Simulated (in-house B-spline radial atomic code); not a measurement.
Radial electron density of the silver ion Ag⁵⁺, [Kr] 4d6. Level of theory: scalar-relativistic (X2C) PBE0, spin-polarised, spherical fractional occupations, Fermi nucleus of rms radius 4.5454 fm; calculated with an all-electron radial atomic-structure program (B-spline basis).

Caution: exact exchange at fractional occupations of open shells leaves self-interaction of up to several eV.

One-electron X2C: radii and densities carry no picture-change correction, so inner-shell <1/r> comes out high (for 1s by about 2 % at Z = 33, 5 % at 54, 10 % at 75, 30 % at 118) and <r> low.

Columns: r (bohr), 4πr²n(r) (electrons per bohr), bar.

```
0.000929    1.574 #
 0.00113    2.166 #
 0.00137    2.954 ##
 0.00167    4.046 ##
 0.00203    5.489 ###
 0.00247    7.408 ####
   0.003    9.893 ######
 0.00364    13.07 ########
 0.00443    17.12 ##########
 0.00538    22.05 #############
 0.00654    27.93 ################
 0.00795    34.61 ####################
 0.00967    41.79 ########################
  0.0118    48.97 ############################
  0.0143    54.97 ################################
  0.0174    59.18 ##################################
  0.0211    60.62 ###################################
  0.0257    59.12 ##################################
  0.0312    55.59 ################################
  0.0379    52.14 ##############################
  0.0461    51.66 ##############################
   0.056    56.17 #################################
  0.0681    64.96 ######################################
  0.0828    73.53 ###########################################
   0.101     75.8 ############################################
   0.122    69.25 ########################################
   0.149    57.52 #################################
   0.181    50.67 #############################
    0.22    53.52 ###############################
   0.267    60.13 ###################################
   0.325     58.7 ##################################
   0.395    44.91 ##########################
    0.48    27.47 ################
   0.583    17.66 ##########
   0.709     16.9 ##########
   0.861    17.96 ##########
    1.05    15.17 #########
    1.27    9.717 ######
    1.55    4.546 ###
    1.88    1.642 #
    2.29    0.427 
    2.78  0.07909 
    3.38 0.009029 
    4.11 0.000566
```

On this grid the curve has 4 maxima, near 0.0211, 0.101, 0.267, 0.861 bohr.

The 4p up radial function P(r) = rR(r), positive near the nucleus:

| r (bohr) | P |
| --- | --- |
| 0.00137 | 0.001591 |
| 0.00203 | 0.003098 |
| 0.003 | 0.006062 |
| 0.00443 | 0.01187 |
| 0.00654 | 0.02313 |
| 0.00967 | 0.04452 |
| 0.0143 | 0.08333 |
| 0.0211 | 0.1483 |
| 0.0312 | 0.2452 |
| 0.0461 | 0.3573 |
| 0.0681 | 0.4187 |
| 0.101 | 0.3011 |
| 0.149 | -0.08127 |
| 0.22 | -0.5422 |
| 0.325 | -0.5462 |
| 0.48 | 0.1961 |
| 0.709 | 1.036 |
| 1.05 | 1.065 |
| 1.55 | 0.4903 |
| 2.29 | 0.09505 |
| 3.38 | 0.005866 |
